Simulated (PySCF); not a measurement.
Bond stretch in AlH, singlet.

Levels of theory: UKS-BHandHLYP = unrestricted BHandHLYP/cc-pVTZ (PySCF); UHF/cc-pVTZ (PySCF); RKS-BHandHLYP = restricted BHandHLYP/cc-pVTZ (PySCF).

Magnitude of the dipole moment (D; its direction can reverse along the curve, and a method can change to another solution) and Mulliken charge of the fragment that holds Al1:

| R / Å | μ UKS-BHandHLYP | q UKS-BHandHLYP | μ UHF | q UHF | μ RKS-BHandHLYP | q RKS-BHandHLYP |
|---|---|---|---|---|---|---|
| 1.24 | 1.38 | 0.21 | 1.28 | 0.22 | 1.38 | 0.21 |
| 1.34 | 1.07 | 0.16 | 1.03 | 0.17 | 1.07 | 0.16 |
| 1.41 | 0.83 | 0.14 | 0.83 | 0.15 | 0.83 | 0.14 |
| 1.50 | 0.51 | 0.14 | 0.55 | 0.15 | 0.51 | 0.14 |
| 1.58 | 0.20 | 0.16 | 0.27 | 0.17 | 0.20 | 0.16 |
| 1.60 | 0.12 | 0.16 | 0.20 | 0.17 | 0.12 | 0.16 |
| 1.66 | 0.12 | 0.18 | 0.03 | 0.19 | 0.12 | 0.18 |
| 1.70 | 0.29 | 0.19 | 0.18 | 0.20 | 0.29 | 0.19 |
| 1.78 | 0.62 | 0.20 | 0.51 | 0.22 | 0.62 | 0.20 |
| 1.84 | 0.88 | 0.22 | 0.76 | 0.23 | 0.88 | 0.22 |
| 1.92 | 1.23 | 0.24 | 1.12 | 0.25 | 1.23 | 0.24 |
| 2.05 | 1.80 | 0.26 | 1.72 | 0.28 | 1.80 | 0.26 |
| 2.24 | 2.63 | 0.29 | 2.64 | 0.31 | 2.63 | 0.29 |
| 2.49 | 3.68 | 0.32 | — | — | 3.68 | 0.32 |
| 2.72 | — | — | 2.40 | 0.18 | 4.59 | 0.35 |
| 2.96 | 4.07 | 0.27 | 1.76 | 0.11 | 5.47 | 0.37 |
| 3.33 | 3.42 | 0.20 | 1.00 | 0.05 | 6.67 | 0.39 |
| 3.71 | 2.64 | 0.13 | 0.53 | 0.02 | 7.73 | 0.40 |
| 4.06 | 1.90 | 0.09 | 0.29 | 0.01 | 8.55 | 0.41 |
| 4.46 | 1.13 | 0.05 | 0.15 | 0.00 | 9.36 | 0.42 |
| 5.04 | 0.38 | 0.01 | 0.06 | 0.00 | 10.34 | 0.42 |
| 5.84 | 0.07 | 0.00 | 0.02 | 0.00 | 11.50 | 0.41 |
| 6.63 | 0.01 | 0.00 | 0.01 | 0.00 | 12.60 | 0.40 |

A dash means that the run gave no value there, or that the column was ended at a point which the program doubted or which failed a test of continuity chosen for this set; such a test can also cut sound points.

The unrestricted determinant behind UKS-BHandHLYP is spin-contaminated at 2.72 to 6.63 Å (<S²> up to 1.0, against 0.00 for a pure singlet). The unrestricted determinant behind UHF is spin-contaminated at 1.24 to 1.92, 2.49 to 6.63 Å (<S²> up to 1.0, against 0.00 for a pure singlet). At the longest distance RKS-BHandHLYP leaves fractional charges on the fragments, a sign of delocalisation error or of the restricted form. The restricted form behind RKS-BHandHLYP keeps the bonding electrons paired and can't separate into open-shell fragments.
